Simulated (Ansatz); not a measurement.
Start from `[OH][Sn]([Cl])([Cl])[Br]` and change one atom or group to get `[OH][Sn]([F])([Cl])[Br]`.

Ansatz, PBE0-D4/def2-TZVP geometries, multiplicity 1. Each molecule was computed in one conformer, which needn't be the lowest.

Elements past krypton have def2 core potentials. Scalar relativity is left out up to krypton.

```
                                          property  `[OH][Sn]([Cl])([Cl])[Br]`
             HOMO–LUMO gap (B3LYP/def2-TZVPP) / eV                        5.67
             LUMO energy (ωB97M-V/def2-TZVPP) / eV                       -0.87
  size of the dipole moment (B3LYP/def2-TZVPP) / D                        1.53
    size of the dipole moment (PBE/def2-TZVPP) / D                        1.50
               LUMO energy (B3LYP/def2-TZVPP) / eV                       -3.19
size of the dipole moment (ωB97M-V/def2-TZVPP) / D                        1.51
```

Task: What does the change do to each property? (Estimate.)

Result: Ansatz gave: 
```tsv
property	`[OH][Sn]([F])([Cl])[Br]`	shift
HOMO–LUMO gap (B3LYP/def2-TZVPP) / eV	5.86	0.19
LUMO energy (ωB97M-V/def2-TZVPP) / eV	-0.85	0.02
size of the dipole moment (B3LYP/def2-TZVPP) / D	1.97	0.44
size of the dipole moment (PBE/def2-TZVPP) / D	1.89	0.39
LUMO energy (B3LYP/def2-TZVPP) / eV	-3.20	-0.01
size of the dipole moment (ωB97M-V/def2-TZVPP) / D	1.95	0.44
```

Dipoles are sizes alone; their direction can turn.

B3LYP here is the variant with VWN-RPA as its local correlation; programs differ in this.

Spin–orbit coupling is left out; it splits and shifts lone-pair levels of the heavy atoms by tenths of an eV.
